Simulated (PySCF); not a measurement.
CH₅FO₂Si₂, SMILES OC([Si@@H](F)[SiH3])=O.

Geometry: ωB97X-D3(BJ)/def2-SVP. The structure was generated by enumeration; whether it is a known compound was not checked. One conformer was computed; it need not be the lowest.

Calculation: PBE/def2-TZVP in PySCF.

Gas-phase values at a fixed geometry.

**Question.** Estimate the frontier levels, gap, dipole moment and polarisability. (Estimate from the structure and the level; the computed values follow.)

**Answer.** 
highest occupied level: -6.63 eV
lowest empty level: -2.13 eV
orbital gap: 4.50 eV
dipole moment: 0.080 e·Å
quadrupole, principal values (traceless, Buckingham form, about the centre of nuclear charge): -12.43, 1.51, 10.92 D·Å
mean static polarisability: 76.1 bohr³ (11.28 Å³)
polarisability, principal values: 62.8, 73.2, 92.3 bohr³
